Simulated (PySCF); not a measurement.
Dipole response of Tc (technetium, neutral)

[Kr] 4d5 5s2, high-spin 6S determinant. Computed with PySCF 2.14 in def2-QZVPPD with the def2 core potential (28 electrons) (7s5p4d4f2g, 88 functions), with scalar relativity through the core potential. Coupled (time-dependent) response in atomic units; α is the mean over directions.

```json
{"method": "UHF", "mean α (bohr³)": "135.6", "C₆ (like pair)": "1538", "S(−4)": "28940"}
{"method": "PBE", "mean α (bohr³)": "84.72", "C₆ (like pair)": "962.3", "S(−4)": "4172"}
{"method": "PBE0", "mean α (bohr³)": "90.12", "C₆ (like pair)": "1034", "S(−4)": "4959"}
{"method": "PBEsol", "mean α (bohr³)": "83.22", "C₆ (like pair)": "941.2", "S(−4)": "4023"}
```

S(−4) is the Cauchy moment in α(ω) = α(0) + S(−4) ω² + …

Reference α: 79 ± 10 bohr³ (recommended; Schwerdtfeger and Nagle, table of static dipole polarizabilities (2023 update)). Published C₆: 939.0 (Gould and Bucko (2016)).

Hartree-Fock lies above the reference because it lacks correlation, which contracts the outer shell.

α(iu) at PBEsol:

```tsv
u (hartree)	α(iu) (bohr³)
0	83.22
0.0500	74.74
0.100	59.38
0.200	36.36
0.300	24.22
0.500	13.54
0.750	8.321
1.00	5.822
1.50	3.416
2.00	2.268
3.00	1.206
5.00	0.4995
```

A single London oscillator, α(iu) = α/(1 + u²/ω²), gives C₆ = (3/4) ω α². Matching the computed C₆ needs ω = 4 × 941.2 / (3 × 83.22²) = 0.181 hartree.

Energies and moments cover only the electrons outside the core potential.
